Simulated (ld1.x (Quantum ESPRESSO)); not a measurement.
**Transferability test, TM potential for thallium (Tl)**

* Element: Tl
* Generator: ld1.x (Quantum ESPRESSO) 7.5
* Type: norm-conserving Troullier–Martins (Kleinman–Bylander form)
* Functional: LDA (PZ)
* Relativity: fully relativistic
* Frozen core: [Xe] 4f14
* Valence charge: 13
* Reference configuration: 5d10 6s2 6p1
* Partial waves: 6p (bound): rc 3.05 bohr; 5d (bound): rc 1.30 bohr; 6s (bound): rc 1.65 bohr
* Local potential: the s channel
* Core correction: Bessel-smoothed model core inside 1.05 bohr

Open shells are filled in proportion to 2j + 1 (rel_dist='average').

Energies are relative to the spin-unpolarised reference configuration 5d10 6s2 6p1; without spin polarisation the order of configurations can differ from experiment. The frozen-core shift is the all-electron ΔE with the core orbitals held at their reference shape minus the fully relaxed ΔE.

(1) Give the all-electron excitation energy and the error of the potential for: 5d10 6s2 6p0; 5d10 6s1 6p0; 5d10 6s0 6p0; 5d10 6s0 6p3; 5d10 6s1 6p2; 5d10 6s2 6p0.5; 5d10 6s1 6p1.

Answers

(1)

| valence configuration | charge | ΔE all-electron (eV) | error AE − PS (meV) | frozen-core shift (meV) |
| --- | --- | --- | --- | --- |
| 5d10 6s2 6p0 | +1 | 5.517 | -2.3 | +0.2 |
| 5d10 6s1 6p0 | +2 | 26.719 | -8.9 | +2.1 |
| 5d10 6s0 6p0 | +3 | 57.316 | -38 | +10 |
| 5d10 6s0 6p3 | 0 | 15.126 | +0.7 | +2.0 |
| 5d10 6s1 6p2 | 0 | 7.359 | +0.5 | +0.5 |
| 5d10 6s2 6p0.5 | +0.5 | 2.018 | -0.3 | +0.1 |
| 5d10 6s1 6p1 | +1 | 13.762 | +2.1 | +0.9 |
